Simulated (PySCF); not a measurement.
PySCF job for C3H5O, SMILES CC[C]=O, multiplicity 2, PBE-D3(BJ)/def2-SVP. 

```python
import numpy as np
from pyscf import gto, scf, dft
from pyscf.geomopt import geometric_solver

mol = gto.M(
    atom='''
    C    -1.74495526   -0.08896984   -0.19680053
    C    -0.28468174   -0.45936291   -0.43676887
    C     0.66605151    0.42273951    0.28880850
    O     1.83084611    0.32566421    0.51595388
    H    -2.39673757   -0.74318247   -0.77048699
    H    -1.99458297   -0.19030816    0.85620346
    H    -1.93176665    0.93850473   -0.49774579
    H    -0.10017228   -1.50069315   -0.14746628
    H    -0.04199648   -0.35607509   -1.49957018
    ''',
    basis='def2-SVP',
    charge=0,
    spin=1,
    max_memory=1600,
    verbose=3,
)
mf = dft.UKS(mol, xc='pbe').density_fit(auxbasis='def2-universal-jkfit')
mf.disp = 'd3bj'
mf.grids.level = 3
mf.conv_tol = 1e-9
mf.max_cycle = 100
mf.kernel()
fine, coarse = mf.grids, dft.Grids(mol).set(level=1).build(with_non0tab=True)
for _ in range(3):  # follow internal instabilities
    mf.grids = coarse
    mo, _, stable, _ = mf.stability(return_status=True, nroots=4)
    mf.grids = fine
    if stable:
        break
    mf.kernel(mf.make_rdm1(mo, mf.mo_occ))
grad = mf.nuc_grad_method()
grad.grid_response = mol.nao <= 150
conv, mol_eq = geometric_solver.kernel(grad, convergence_set='GAU_TIGHT', maxsteps=100)
print(mol_eq.tostring(format='xyz'))
mf.reset(mol_eq)
mf.kernel()
```

Log of the run:

```

WARN: HOMO -0.173415578782677 >= LUMO -0.173415578782675

converged SCF energy = -192.115867008106  <S^2> = 0.7515288  2S+1 = 2.0015282
<class 'pyscf.df.df_jk.DFUKS'> wavefunction is stable in the internal stability analysis
[banner and settings of the optimiser left out]
Geometry optimization cycle 1
Cartesian coordinates (Angstrom)
 Atom        New coordinates             dX        dY        dZ
   C  -1.744955  -0.088970  -0.196801    0.000000  0.000000  0.000000
   C  -0.284682  -0.459363  -0.436769    0.000000  0.000000  0.000000
   C   0.666052   0.422740   0.288809    0.000000  0.000000  0.000000
   O   1.830846   0.325664   0.515954    0.000000  0.000000  0.000000
   H  -2.396738  -0.743182  -0.770487    0.000000  0.000000  0.000000
   H  -1.994583  -0.190308   0.856203    0.000000  0.000000  0.000000
   H  -1.931767   0.938505  -0.497746    0.000000  0.000000  0.000000
   H  -0.100172  -1.500693  -0.147466    0.000000  0.000000  0.000000
   H  -0.041996  -0.356075  -1.499570    0.000000  0.000000  0.000000

WARN: Mole.unit (angstrom) is changed to Bohr

converged SCF energy = -192.115867005104  <S^2> = 0.75152861  2S+1 = 2.001528
--------------- DFUKS_Scanner gradients ---------------
         x                y                z
0 C    -0.0110991744     0.0036169605     0.0031652992
1 C     0.0120240620    -0.0017216266    -0.0044077760
2 C    -0.0015952906    -0.0130135011    -0.0060803213
3 O    -0.0059261318     0.0043100911     0.0003557846
4 H     0.0089770795     0.0076953453     0.0066262625
5 H     0.0043352507     0.0005388559    -0.0131623754
6 H     0.0033315839    -0.0131085356     0.0030040283
7 H    -0.0052053851     0.0110759019    -0.0009565576
8 H    -0.0048419941     0.0006065085     0.0114556557
----------------------------------------------
cycle 1: E = -192.115867005  dE = -192.116  norm(grad) = 0.0380748
Step    0 : Gradient = 1.269e-02/1.445e-02 (rms/max) Energy = -192.1158670051
Hessian Eigenvalues: 2.30000e-02 2.30000e-02 5.00000e-02 ... 3.51707e-01 3.51831e-01 1.09639e+00

Geometry optimization cycle 2
Cartesian coordinates (Angstrom)
 Atom        New coordinates             dX        dY        dZ
   C  -1.757852  -0.088884  -0.197873   -0.012897  0.000086 -0.001072
   C  -0.284012  -0.451957  -0.430103    0.000670  0.007406  0.006666
   C   0.685774   0.441660   0.297300    0.019722  0.018920  0.008492
   O   1.852195   0.298852   0.506658    0.021349 -0.026812 -0.009296
   H  -2.420917  -0.757581  -0.780766   -0.024179 -0.014399 -0.010279
   H  -2.025166  -0.186591   0.872627   -0.030583  0.003717  0.016424
   H  -1.959862   0.956261  -0.503750   -0.028096  0.017756 -0.006004
   H  -0.068480  -1.507351  -0.144144    0.031693 -0.006658  0.003323
   H  -0.019675  -0.356091  -1.507824    0.022321 -0.000016 -0.008254
converged SCF energy = -192.117929140336  <S^2> = 0.75153521  2S+1 = 2.0015346
--------------- DFUKS_Scanner gradients ---------------
         x                y                z
0 C    -0.0038284311     0.0013219122     0.0010559590
1 C     0.0066638959     0.0016633521     0.0001393596
2 C    -0.0017633185    -0.0047383069    -0.0021842535
3 O     0.0001246923     0.0018987048     0.0006529854
4 H     0.0001395188    -0.0001387980    -0.0001248313
5 H     0.0002855746    -0.0001453551    -0.0001500572
6 H     0.0001368460    -0.0001742875    -0.0001473330
7 H    -0.0010441510    -0.0000380939     0.0005523719
8 H    -0.0007146271     0.0003508723     0.0002057990
----------------------------------------------
cycle 2: E = -192.11792914  dE = -0.00206214  norm(grad) = 0.0100705
Step    1 : Displace = 2.834e-02/3.544e-02 (rms/max) Trust = 1.000e-01 (=) Grad = 3.357e-03/6.870e-03 (rms/max) E (change) = -192.1179291403 (-2.062e-03) Quality = 1.084
Hessian Eigenvalues: 2.28942e-02 2.30001e-02 4.99983e-02 ... 3.51774e-01 3.91765e-01 1.09766e+00

Geometry optimization cycle 3
Cartesian coordinates (Angstrom)
 Atom        New coordinates             dX        dY        dZ
   C  -1.757893  -0.090078  -0.199062   -0.000040 -0.001194 -0.001189
   C  -0.288512  -0.447501  -0.427054   -0.004500  0.004456  0.003049
   C   0.687785   0.451601   0.299501    0.002011  0.009942  0.002201
   O   1.852026   0.282051   0.501746   -0.000169 -0.016801 -0.004912
   H  -2.420608  -0.760818  -0.781763    0.000308 -0.003237 -0.000997
   H  -2.029340  -0.185593   0.872045   -0.004174  0.000998 -0.000583
   H  -1.963427   0.955484  -0.505862   -0.003564 -0.000777 -0.002113
   H  -0.060842  -1.501735  -0.142492    0.007638  0.005616  0.001651
   H  -0.017186  -0.355094  -1.504932    0.002490  0.000997  0.002892
converged SCF energy = -192.118082070222  <S^2> = 0.75153091  2S+1 = 2.0015303
--------------- DFUKS_Scanner gradients ---------------
         x                y                z
0 C    -0.0008371520     0.0003567518     0.0002286837
1 C     0.0025222602     0.0013880567     0.0006628253
2 C    -0.0014513185    -0.0014036539    -0.0005324014
[...]

Geometry optimization cycle 29
Cartesian coordinates (Angstrom)
 Atom        New coordinates             dX        dY        dZ
   C  -1.747347  -0.062297  -0.242684   -0.000450 -0.004520 -0.001853
   C  -0.284213  -0.462966  -0.424194    0.001574  0.001423  0.000839
   C   0.699556   0.458945   0.270221   -0.003451  0.005971  0.001775
   O   1.789977   0.207174   0.684662   -0.003280  0.010704  0.004353
   H  -2.412533  -0.732158  -0.821657    0.003354 -0.007805 -0.002438
   H  -2.049877  -0.120803   0.821861   -0.001963 -0.005002 -0.002327
   H  -1.919291   0.977860  -0.583585   -0.004212 -0.005528 -0.002971
   H  -0.079544  -1.507144  -0.093413    0.005290  0.002283  0.001355
   H   0.005277  -0.410293  -1.499084    0.003138  0.002474  0.001267
converged SCF energy = -192.118170358132  <S^2> = 0.75150952  2S+1 = 2.001509
--------------- DFUKS_Scanner gradients ---------------
         x                y                z
0 C    -0.0000221487     0.0000249763     0.0000057319
1 C     0.0000151553    -0.0000166187     0.0000485762
2 C    -0.0000323307     0.0000137869    -0.0000315288
3 O     0.0000285115    -0.0000059877     0.0000102152
4 H     0.0000014582    -0.0000050923     0.0000012876
5 H     0.0000001160    -0.0000023889    -0.0000046815
6 H     0.0000033733    -0.0000062699    -0.0000021755
7 H    -0.0000075593    -0.0000213308    -0.0000076777
8 H     0.0000134244     0.0000189251    -0.0000197475
----------------------------------------------
cycle 29: E = -192.118170358  dE = -3.53875e-08  norm(grad) = 9.38482e-05
Step   28 : Displace = 2.837e-04/3.898e-04 (rms/max) Trust = 3.000e-01 (=) Grad = 3.128e-05/5.353e-05 (rms/max) E (change) = -192.1181703581 (-3.539e-08) Quality = 0.831
Hessian Eigenvalues: 3.56434e-04 6.15619e-04 1.14011e-03 ... 3.77324e-01 4.28945e-01 1.10744e+00

Geometry optimization cycle 30
Cartesian coordinates (Angstrom)
 Atom        New coordinates             dX        dY        dZ
   C  -1.747366  -0.062599  -0.243319   -0.000019 -0.000302 -0.000635
   C  -0.284035  -0.462889  -0.423925    0.000178  0.000077  0.000270
   C   0.699106   0.459421   0.270890   -0.000450  0.000477  0.000670
   O   1.789442   0.208054   0.685768   -0.000536  0.000881  0.001105
   H  -2.412059  -0.732738  -0.822539    0.000474 -0.000580 -0.000882
   H  -2.050468  -0.120977   0.821075   -0.000591 -0.000173 -0.000786
   H  -1.919417   0.977458  -0.584502   -0.000126 -0.000402 -0.000917
   H  -0.079244  -1.506879  -0.092669    0.000300  0.000265  0.000744
   H   0.006046  -0.410534  -1.498653    0.000770 -0.000242  0.000431
converged SCF energy = -192.118170375999  <S^2> = 0.75150946  2S+1 = 2.0015089
--------------- DFUKS_Scanner gradients ---------------
         x                y                z
0 C    -0.0000124410     0.0000158166     0.0000037787
1 C     0.0000108046    -0.0000135786     0.0000332299
2 C    -0.0000066688     0.0000053701    -0.0000150852
3 O     0.0000050871    -0.0000002017     0.0000014118
4 H    -0.0000005404    -0.0000052515    -0.0000004796
5 H    -0.0000003759    -0.0000018865    -0.0000009077
6 H     0.0000017354    -0.0000009094    -0.0000026612
7 H    -0.0000059893    -0.0000117795    -0.0000063918
8 H     0.0000083881     0.0000124205    -0.0000128949
----------------------------------------------
cycle 30: E = -192.118170376  dE = -1.78673e-08  norm(grad) = 5.29461e-05
Step   29 : Displace = 8.768e-05/1.310e-04 (rms/max) Trust = 3.000e-01 (=) Grad = 1.765e-05/3.749e-05 (rms/max) E (change) = -192.1181703760 (-1.787e-08) Quality = 1.680
Hessian Eigenvalues: 2.47333e-04 6.09048e-04 1.12038e-03 ... 3.74530e-01 4.08830e-01 1.16209e+00

Geometry optimization cycle 31
Cartesian coordinates (Angstrom)
 Atom        New coordinates             dX        dY        dZ
   C  -1.747576  -0.065129  -0.245804   -0.000210 -0.002530 -0.002485
   C  -0.282960  -0.462131  -0.422873    0.001075  0.000758  0.001052
   C   0.696540   0.462987   0.273428   -0.002566  0.003566  0.002538
   O   1.786690   0.214485   0.690491   -0.002752  0.006431  0.004724
   H  -2.409468  -0.737222  -0.825952    0.002591 -0.004484 -0.003413
   H  -2.052853  -0.123361   0.817978   -0.002385 -0.002384 -0.003097
   H  -1.921321   0.974272  -0.588148   -0.001903 -0.003185 -0.003646
   H  -0.076424  -1.505248  -0.090014    0.002820  0.001631  0.002655
   H   0.009377  -0.410338  -1.496980    0.003331  0.000197  0.001672
converged SCF energy = -192.11817040126  <S^2> = 0.75150952  2S+1 = 2.001509
--------------- DFUKS_Scanner gradients ---------------
         x                y                z
0 C     0.0000020112    -0.0000017670    -0.0000010202
1 C    -0.0000042789    -0.0000019298    -0.0000008928
2 C     0.0000032235    -0.0000012548     0.0000018422
3 O    -0.0000006978     0.0000013149    -0.0000001777
4 H     0.0000014284     0.0000007376     0.0000008737
5 H    -0.0000000647    -0.0000003540     0.0000005049
6 H    -0.0000006130     0.0000010914    -0.0000007229
7 H    -0.0000004624     0.0000033031    -0.0000020236
8 H    -0.0000005461    -0.0000011412     0.0000016165
----------------------------------------------
cycle 31: E = -192.118170401  dE = -2.52605e-08  norm(grad) = 8.59645e-06
Step   30 : Displace = 1.716e-04/2.510e-04 (rms/max) Trust = 3.000e-01 (=) Grad = 2.865e-06/4.778e-06 (rms/max) E (change) = -192.1181704013 (-2.526e-08) Quality = 1.113
Hessian Eigenvalues: 2.05462e-04 6.11422e-04 1.13460e-03 ... 3.77363e-01 4.11882e-01 1.16252e+00

Geometry optimization cycle 32
Cartesian coordinates (Angstrom)
 Atom        New coordinates             dX        dY        dZ
   C  -1.747631  -0.065831  -0.246324   -0.000055 -0.000702 -0.000520
   C  -0.282676  -0.461925  -0.422656    0.000284  0.000206  0.000217
   C   0.695904   0.463965   0.273903   -0.000636  0.000977  0.000475
   O   1.785985   0.216220   0.691590   -0.000704  0.001734  0.001099
   H  -2.408835  -0.738448  -0.826657    0.000633 -0.001225 -0.000704
   H  -2.053353  -0.124069   0.817330   -0.000500 -0.000708 -0.000648
   H  -1.921880   0.973400  -0.588926   -0.000559 -0.000873 -0.000779
   H  -0.075618  -1.504845  -0.089491    0.000805  0.000403  0.000522
   H   0.010108  -0.410149  -1.496643    0.000731  0.000189  0.000338
converged SCF energy = -192.118170401677  <S^2> = 0.75150948  2S+1 = 2.0015089
--------------- DFUKS_Scanner gradients ---------------
         x                y                z
0 C     0.0000034673    -0.0000012929    -0.0000000729
1 C     0.0000007211    -0.0000001076    -0.0000004193
2 C     0.0000104513    -0.0000038242     0.0000042453
3 O    -0.0000106620     0.0000027967    -0.0000039933
4 H    -0.0000013183    -0.0000012166    -0.0000010512
5 H    -0.0000006959    -0.0000001323     0.0000016112
6 H    -0.0000007009     0.0000022681    -0.0000007015
7 H    -0.0000005041     0.0000023530    -0.0000011333
8 H    -0.0000007584    -0.0000008441     0.0000015150
----------------------------------------------
cycle 32: E = -192.118170402  dE = -4.17486e-10  norm(grad) = 1.78308e-05
Step   31 : Displace = 2.465e-05/4.886e-05 (rms/max) Trust = 3.000e-01 (=) Grad = 5.944e-06/1.191e-05 (rms/max) E (change) = -192.1181704017 (-4.175e-10) Quality = 0.524
Hessian Eigenvalues: 2.05462e-04 6.11422e-04 1.13460e-03 ... 3.77363e-01 4.11882e-01 1.16252e+00
Converged! =D

9
XYZ from PySCF
C          -1.74763105       -0.06583105       -0.24632382
C          -0.28267606       -0.46192543       -0.42265579
C           0.69590391        0.46396451        0.27390344
O           1.78598525        0.21621985        0.69159029
H          -2.40883487       -0.73844778       -0.82665660
H          -2.05335251       -0.12406908        0.81733014
H          -1.92187961        0.97339959       -0.58892646
H          -0.07561850       -1.50484481       -0.08949142
H           0.01010811       -0.41014896       -1.49664259
converged SCF energy = -192.118170402068  <S^2> = 0.75150955  2S+1 = 2.001509
```

The calculation finished and met its thresholds.
